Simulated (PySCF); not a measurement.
## Manganese: a sound run and one with changed settings

Sound run: Mn [Ar] 3d5 4s2, Mn⁺ [Ar] 3d5 4s1. Computed with PySCF 2.14 in 6-31G* (5s4p2d1f, 34 functions), with no relativity, point nucleus. In the sound run the correlated levels freeze [Ar]. The sound run starts from symmetry-adapted Hartree-Fock orbitals and uses a fine grid where one is needed.

Changed run: basis STO-3G. This setting is unsound on purpose.

```json
{"species": "Mn", "method": "UHF", "sound run (hartree)": "-1149.71950", "changed run (hartree)": "-1137.64844", "converged": "yes"}
{"species": "Mn", "method": "M06-L", "sound run (hartree)": "-1150.78687", "changed run (hartree)": "-1138.55905", "converged": "yes"}
{"species": "Mn", "method": "PBE0", "sound run (hartree)": "-1150.62134", "changed run (hartree)": "-1138.37842", "converged": "yes"}
{"species": "Mn", "method": "MP2", "sound run (hartree)": "-1149.79031", "changed run (hartree)": "-1137.66872", "converged": "yes"}
{"species": "Mn⁺", "method": "UHF", "sound run (hartree)": "-1149.50143", "changed run (hartree)": "-1137.50099", "converged": "yes"}
{"species": "Mn⁺", "method": "M06-L", "sound run (hartree)": "-1150.51418", "changed run (hartree)": "-1138.34404", "converged": "yes"}
{"species": "Mn⁺", "method": "PBE0", "sound run (hartree)": "-1150.36726", "changed run (hartree)": "-1138.18676", "converged": "yes"}
{"species": "Mn⁺", "method": "MP2", "sound run (hartree)": "-1149.54849", "changed run (hartree)": "-1137.50111", "converged": "yes"}
```

Ionisation energy of Mn:

```
 method  sound run (eV)  changed run (eV)
    UHF           5.934             4.012
  M06-L           7.420             5.851
   PBE0           6.914             5.215
    MP2           6.580             4.561
SCS-MP2           6.714             4.670
```

A minimal basis cannot let orbitals breathe on ionisation and holds almost no correlation.

For comparison, NIST gives 7.434 eV between the lowest levels.
